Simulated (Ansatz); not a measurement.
A single point on C5H5F3O2 (`CC(=O)CC(=O)C(F)(F)F`).

```yaml
crystal:
  periodic: [false, false, false]
  atoms:
    - {symbol: C, position_ang: [-2.204189, -0.563190, 0.726826]}
    - {symbol: C, position_ang: [-1.159842, 0.234249, 0.003706]}
    - {symbol: O, position_ang: [-1.358560, 0.780570, -1.047086]}
    - {symbol: C, position_ang: [0.197670, 0.323222, 0.700057]}
    - {symbol: C, position_ang: [1.249549, 0.868793, -0.221877]}
    - {symbol: O, position_ang: [1.580848, 2.013224, -0.276895]}
    - {symbol: C, position_ang: [1.951027, -0.179726, -1.119850]}
    - {symbol: F, position_ang: [1.078892, -1.072642, -1.597666]}
    - {symbol: F, position_ang: [2.589483, 0.374945, -2.129220]}
    - {symbol: F, position_ang: [2.838891, -0.850425, -0.367298]}
    - {symbol: H, position_ang: [-1.937138, -1.623504, 0.682048]}
    - {symbol: H, position_ang: [-3.174779, -0.416306, 0.257149]}
    - {symbol: H, position_ang: [-2.246090, -0.287300, 1.783364]}
    - {symbol: H, position_ang: [0.095628, 1.007414, 1.547024]}
    - {symbol: H, position_ang: [0.476908, -0.660022, 1.089018]}
basis:
  gaussian: {orbitals: def2-QZVPP}
correlation: {method: mp2}
```

```sh
$ ansatz run in.yaml --threads 2 --pin off --events-out ev --progress --plain --max-ram 22528MiB --backend cuda --devices 0, --max-vram 18GiB
```

Shortened log:

```
Functional definition: HF
4470 factors; integrals over basis functions are off by at most 8.1e-4 eV
mean field evaluation 1: about -17422.4716 eV, gradient 6.6e1 eV
mean field evaluation 2: about -17422.7286 eV, gradient 6.6e1 eV
mean field evaluation 4: about -17431.2458 eV, gradient 7.5e0 eV
mean field evaluation 8: about -17431.4473 eV, gradient 8.3e-1 eV
mean field evaluation 16: about -17431.4518 eV, gradient 3.6e-6 eV
mean field -17431.45184924 eV, -640.5940399972 hartree, gradient 3.6e-6 eV, S^2 0.000000; 0 other end points of the search recorded, 0 dependent functions left out
10 core orbitals not correlated: weight in the atoms' cores, before any rotation towards them, 1.000 or more for the frozen orbitals, at most 0.000 for the correlated occupied ones
reference -17431.45184924 eV, -640.5940399972 hartree; 29, 29 occupied and 681, 681 virtual orbitals, 4470 factors
second order -58.66929716 eV of doubles, -0.00000000 eV of singles
Total energy: -17490.12114641 eV, -642.7500969005 hartree
```

It took 5.5 s on 2 threads of an AMD EPYC 7R13 on a shared host and a share of an NVIDIA H100 80 GB, with 1.4 GiB of host memory at the peak.
